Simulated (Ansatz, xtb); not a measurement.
**C3H8BNSi: which of two isomers lies lower**

Structure a is `C#C[C@H]([SiH3])BN`, a singlet and structure b is `CNBC#C[SiH3]`, a singlet. Both are isolated molecules in the gas phase, relaxed with PBE0-D3(BJ)/def2-SVP; each stands in its lowest conformer found.

Quicker runs give these differences E(b) − E(a): GFN2-xTB −0.367 eV; HF/STO-3G −0.723 eV (at GFN2-xTB geometries); r2SCAN-D4/def2-SVP −0.259 eV (at GFN2-xTB geometries).

**Question.** Estimate E(b) − E(a) at the level CCSD(T)/def2-SVP + ΔMP2/def2-TZVPP.

**Answer.** Calculated at CCSD(T)/def2-SVP + ΔMP2/def2-TZVPP: E(b) − E(a) = −0.200 eV, so structure b lies lower.

The same difference at several levels:

| level | geometry | E(b) − E(a) (eV) | departure from the last row (eV) | job, with rough time for the two |
| --- | --- | --- | --- | --- |
| GFN2-xTB | GFN2-xTB | −0.367 | −0.167 | optimisation, 0.46 s |
| HF/STO-3G | GFN2-xTB | −0.723 | −0.523 | single point, 0.66 s |
| r2SCAN-D4/def2-SVP | GFN2-xTB | −0.259 | −0.059 | single point, 4.6 s |
| PBE0-D3(BJ)/def2-SVP | PBE0-D3(BJ)/def2-SVP | −0.175 | +0.025 | optimisation, 60 s |
| HF/def2-SVP | PBE0-D3(BJ)/def2-SVP | −0.374 | −0.173 | part of the CCSD(T) run |
| MP2/def2-SVP | PBE0-D3(BJ)/def2-SVP | −0.220 | −0.020 | part of the CCSD(T) run |
| CCSD(T)/def2-SVP | PBE0-D3(BJ)/def2-SVP | −0.273 | −0.073 | single point |
| CCSD(T)/def2-SVP + ΔMP2/def2-TZVPP | PBE0-D3(BJ)/def2-SVP | −0.200 |  | single point, 68 s |

As drawn, b has 1 C–N, 1 C–H in place of 1 C–C, 1 N–H.

The levels shown agree on the order. The largest departure from CCSD(T)/def2-SVP + ΔMP2/def2-TZVPP is that of HF/STO-3G, 0.523 eV. A small imaginary or near-zero mode remains, so no thermal terms are given. The last row adds to CCSD(T) the change of the MP2 difference between the two basis sets, here +0.073 eV.

The correlated steps freeze 10 core orbitals. Programs: Ansatz 0.2.0, xtb 6.7.1; the last row on 2 threads of Intel(R) Xeon(R) Processor @ 2.70GHz on a shared host.
